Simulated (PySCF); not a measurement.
# Correlation energy of S⁺ (sulfur, charge +1)

[Ne] 3s2 3p3, high-spin 4S determinant. All numbers are calculated (PySCF 2.14, the non-relativistic Hamiltonian (point nucleus), in 6-31G* (4s3p1d, 18 functions)). Frozen: [Ne]; 5 electrons correlated.

MP2 pair energies summed by pair of shells (mhartree):

| pair | energy | share (%) |
| --- | --- | --- |
| 3s-3p | -42.03 | 65.4 |
| 3p-3p | -14.61 | 22.7 |
| 3s-3s | -7.59 | 11.8 |

Total MP2 correlation energy: -64.24 mhartree.

Same-spin part -16.31 and opposite-spin part -47.93 mhartree; SCS-MP2 scales them by 1/3 and 6/5 to -62.96 mhartree.

```csv
level,correlation energy (mhartree)
CCSD,-81.89
(T),-0.89
CCSD(T),-82.78
```

Diagnostics: T1 = 0.0039, D1 = 0.0090, largest double amplitude 0.058.

Cost of the coupled-cluster step: 0.06 s of wall time on 1 thread of Intel(R) Xeon(R) Platinum 8488C (shared host), for 5 correlated electrons.

Iterations:

```
CC2 = 0
CCSD nocc = (np.int64(4), np.int64(1)), nmo = (13, 13)
frozen orbitals [[0, 1, 2, 3, 4], [0, 1, 2, 3, 4]]
max_cycle = 100
direct = 0
conv_tol = 1e-08
conv_tol_normt = 1e-06
diis_space = 8
diis_start_cycle = 0
Init t2, MP2 energy = -0.0642434749056758
Init E_corr(UCCSD) = -0.0642434749345998
cycle = 1  E_corr(UCCSD) = -0.0778989349501159  dE = -0.01365546  norm(t1,t2) = 0.0375788
cycle = 2  E_corr(UCCSD) = -0.0808604417787643  dE = -0.00296150683  norm(t1,t2) = 0.0102442
cycle = 3  E_corr(UCCSD) = -0.0819102148208764  dE = -0.00104977304  norm(t1,t2) = 0.00328704
cycle = 4  E_corr(UCCSD) = -0.0818919707074482  dE = 1.82441134e-05  norm(t1,t2) = 0.000321229
cycle = 5  E_corr(UCCSD) = -0.0818937112746388  dE = -1.74056719e-06  norm(t1,t2) = 4.51628e-05
cycle = 6  E_corr(UCCSD) = -0.081893122625291  dE = 5.88649348e-07  norm(t1,t2) = 9.97072e-06
cycle = 7  E_corr(UCCSD) = -0.0818933846709211  dE = -2.6204563e-07  norm(t1,t2) = 1.12162e-06
cycle = 8  E_corr(UCCSD) = -0.0818933208330377  dE = 6.38378834e-08  norm(t1,t2) = 1.79865e-07
cycle = 9  E_corr(UCCSD) = -0.0818933249026039  dE = -4.06956618e-09  norm(t1,t2) = 2.47782e-08
UCCSD converged
E(UCCSD) = -397.2203589039899  E_corr = -0.0818933249026039
UCCSD(T) correction = -0.000888533053595956
```
